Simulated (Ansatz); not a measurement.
Basis sets compared for Pd2Se3. Charge 0, multiplicity 1. Geometry PBE-D4/def2-SVP. Ansatz on 4 threads of Arm Neoverse N1 on a shared host; times are rough, and most runs start from earlier orbitals.

```xyz
5

Pd    1.135   -0.880    0.412
Pd   -0.700    0.226   -1.301
Se   -1.329   -1.590    0.399
Se   -0.501    0.751    1.022
Se    1.395    1.493   -0.531
```

In the def2 sets Pd takes a core potential; there is no spin–orbit coupling. The restricted singlet is unstable towards broken spin symmetry in Hartree–Fock (as tested in another run); at PBE-D4/def2-SVP, PBE-D4/def2-TZVP, PBE0-D4/def2-SVP, PBE0-D4/def2-TZVP this wasn't settled. No other spin state of charge 0 was run. Another isomer (singlet) lies 0.18 eV lower at PBE-D4/def2-SVP; other spin states weren't run for this one.

Binding counts from free atoms (Pd singlet, Se triplet) in the same basis, without a counterpoise term.

```
           level  functions  energy (Eh)  HOMO (eV)  LUMO (eV)  binding per atom (eV)  wall time
 PBE-D4/def2-SVP        158   -7458.6558      -4.69      -4.35                   2.56      4.4 s
PBE0-D4/def2-SVP        158   -7458.7862      -5.79      -3.78                   2.19       10 s
```

Q: Estimate the rows for PBE-D4/def2-TZVP (with forces), PBE0-D4/def2-TZVP.

A: 
```
                         level  functions  energy (Eh)  HOMO (eV)  LUMO (eV)  binding per atom (eV)  wall time
PBE-D4/def2-TZVP (with forces)        224   -7459.6125      -4.70      -4.34                   2.59       10 s
             PBE0-D4/def2-TZVP        224   -7459.7414      -5.77      -3.74                   2.24       24 s
```
